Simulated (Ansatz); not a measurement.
Cartesian coordinates in Å:
```
C 0.5289 1.4479 0.4210
N 0.0361 0.1284 0.1001
C -0.4696 -0.6012 1.2349
B 0.0567 -0.3751 -1.2006
F 0.5477 0.3781 -2.1972
S -0.5687 -2.0461 -1.6064
H 1.3485 1.3905 1.1467
H 0.8946 1.9437 -0.4760
H -0.2650 2.0627 0.8605
H 0.3114 -0.7363 1.9920
H -0.8251 -1.5869 0.9360
H -1.3037 -0.0661 1.7033
H -0.2919 -1.9395 -2.9143
```

Charge 0, multiplicity 1.

List the PBE0/def2-TZVPP orbital energies in eV (Ansatz 0.2.0). (Best estimate.)

The calculation gave: Occupied: -2422.14, -673.81, -391.78, -279.04, -278.97, -217.53, -186.11, -161.36, -161.26, -161.18, -33.50, -26.02, -20.70, -20.17, -18.39, -15.20, -14.42, -13.54, -13.37, -12.47, -12.05, -11.46, -11.32, -11.05, -10.73, -9.18, -8.12, -6.89. Lowest empty: 0.66, 1.14, 1.14, 1.94, 2.18, 2.70, 3.13, 3.17.
